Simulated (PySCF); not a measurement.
C4H9, SMILES CC([CH2])C, multiplicity 2.

Coordinates come from a PBE-D3(BJ)/def2-SVP optimisation. A frequency run showed that this geometry is not a minimum. The isomer is the one that the SMILES or the coordinates give; other isomers of the formula were not compared.

Level of theory: PBE-D3(BJ)/def2-SVP run with PySCF.

No scaling factor is applied to the harmonic values.

| mode | ν (cm⁻¹) | IR (km/mol) | moving atoms (share of kinetic energy) |
|---|---|---|---|
| 1 | 135i | 4.5 | H 97 % |
| 2 | 234 | 0.0 | H 98 % |
| 3 | 266 | 0.0 | H 94 % |
| 4 | 316 | 5.1 | H 59 %, C 41 % |
| 5 | 353 | 0.1 | C 56 %, H 44 % |
| 6 | 416 | 0.3 | C 51 %, H 49 % |
| 7 | 499 | 35.1 | C 51 %, H 49 % |
| 8 | 802 | 0.6 | C 68 %, H 32 % |
| 9 | 875 | 2.7 | H 84 %, C 16 % |
| 10 | 894 | 1.4 | H 86 %, C 14 % |
| 11 | 925 | 0.1 | H 68 %, C 32 % |
| 12 | 970 | 2.6 | H 54 %, C 46 % |
| 13 | 1064 | 2.0 | C 66 %, H 34 % |
| 14 | 1146 | 0.3 | C 51 %, H 49 % |
| 15 | 1154 | 1.6 | C 50 %, H 50 % |
| 16 | 1276 | 2.7 | H 76 %, C 24 % |
| 17 | 1299 | 2.3 | H 71 %, C 29 % |
| 18 | 1322 | 2.5 | H 79 %, C 21 % |
| 19 | 1338 | 1.6 | H 80 %, C 20 % |
| 20 | 1392 | 2.1 | H 82 %, C 18 % |
| 21 | 1406 | 0.0 | H 97 % |
| 22 | 1407 | 3.1 | H 96 % |
| 23 | 1420 | 9.0 | H 96 % |
| 24 | 1432 | 5.1 | H 92 %, C 8 % |
| 25 | 2958 | 25.5 | H 97 % |
| 26 | 2960 | 20.0 | H 97 % |
| 27 | 2968 | 17.9 | H 92 % |
| 28 | 3044 | 0.0 | H 91 %, C 9 % |
| 29 | 3048 | 48.8 | H 91 %, C 9 % |
| 30 | 3062 | 18.2 | H 91 %, C 9 % |
| 31 | 3063 | 22.2 | H 91 %, C 9 % |
| 32 | 3068 | 13.6 | H 95 % |
| 33 | 3186 | 8.6 | H 89 %, C 11 % |
